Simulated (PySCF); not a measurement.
NMR data simulated for an unnamed compound:

¹H NMR (500 MHz, computed): δ 7.55 (m, 1H), 7.31 (d, 1H), 7.18 (m, 1H), 4.62 (m, 1H), 4.60 (m, 1H), 4.21 (m, 1H), 0.75 (m, 1H), 0.72 (m, 1H), 0.34 (m, 1H), 0.33 (m, 1H), -0.25 (m, 1H).

¹³C{¹H} NMR (computed): δ 157.0 (CH), 156.5 (C), 151.4 (CH), 147.9 (CH), 3.1 (CH2), 3.0 (CH2), -1.5 (CH).

- GFN2-xTB geometry
- PBE0/pcSseg-1 with gauge-including orbitals
- program: PySCF
- non-relativistic, gas phase, a single conformation

δ = σ(ref) − σ, references computed at the same level: TMS for ¹H, ¹³C.

Problem. Which of these does the molecule contain: an ester, a non-aromatic C=C double bond, a three-membered ring, an OH group, a Si–H bond, an NH or NH2 group?

Solution. 
- An ester: no.
- A non-aromatic C=C double bond: yes.
- A three-membered ring: yes.
- An OH group: no.
- A Si–H bond: yes (δH 4.21 (m)).
- An NH or NH2 group: no.

The data belong to SMILES C1C([Si@@H]2C=C(Cl)[SiH2]C=C2)C1, C7H11ClSi2; they needn't prove each group on their own.

Carbon signals by region: 4 in the sp2 and nitrile region (100–160 ppm), 3 below 50 ppm.

Carbons that carry Cl, above all several Cl atoms, come out too deshielded, partly because spin–orbit coupling is missing. Shifts are as computed. Against solution values, carbons near 30 ppm lie about +3 ppm off and those near 130 ppm about +5 ppm; carbons on Cl a further +6 ppm. Of 1211 compounds with measured shifts, 218 miss one by over three times the rms of a fit or turn the order of signals round; such compounds aren't used in these exercises. No couplings were computed; multiplicities are counted from neighbouring protons, with m where these are inequivalent, close in shift, in a saturated or five-membered ring or joined by F or P, and br s for small geminal =CH2 splittings.
